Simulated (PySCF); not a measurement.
## B²⁺ (boron, charge +2) across methods

[He] 2s1, 2S determinant. All numbers are calculated (PySCF 2.14, the spin-free X2C one-electron Hamiltonian (Gaussian nucleus), in aug-cc-pCVTZ-DK with one added diffuse shell each of s, p, d, f type (8s7p5d3f, 75 functions)).

```
   method  E (hartree)  mean ε 1s α (eV)  mean ε 1s β (eV)  mean ε 2s α (eV)  Σ⟨r²⟩ (bohr²)   ⟨S²⟩
   M06-2X     -23.4442           -225.53           -224.70           -35.410          3.344  0.750
      LDA     -23.1417           -209.30           -208.50           -32.367          3.410  0.750
   revPBE     -23.4380           -211.45           -210.72           -32.679          3.380  0.750
      PBE     -23.3951           -211.30           -210.49           -32.652          3.382  0.750
   r2SCAN     -23.4304           -214.36           -213.70           -32.888          3.392  0.750
      UHF    -23.38198           -240.59           -238.84           -37.831          3.413  0.750
     BP86     -23.4289           -211.57           -210.88           -32.667          3.375  0.750
BHandHLYP     -23.4433           -226.67           -225.48           -35.305          3.367  0.750
```

(1) Estimate the same row for PBE0.

Answers

(1) E (hartree) = -23.4053; mean ε 1s α (eV) = -218.80; mean ε 1s β (eV) = -217.78; mean ε 2s α (eV) = -34.054; Σ⟨r²⟩ (bohr²) = 3.384; ⟨S²⟩ = 0.750.
